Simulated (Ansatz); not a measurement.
`C[S][Ge]([Cl])([Cl])[Cl]`, charge 0, multiplicity 1.

Task: Give a relaxed structure at PBE0-D4/def2-TZVP (Ansatz). (An estimate is asked.)

Result: The calculation gave: 
Cartesian coordinates in Å:
```
C -0.243 1.588 -0.049
S 1.077 0.588 0.697
Ge 0.351 -1.385 0.128
Cl -1.596 -1.781 0.913
Cl 1.706 -2.845 0.862
Cl 0.177 -1.595 -1.992
H -0.276 1.450 -1.129
H -1.209 1.357 0.398
H 0.014 2.624 0.172
```
Point group Cs.
This is one stationary point; other conformers may exist.
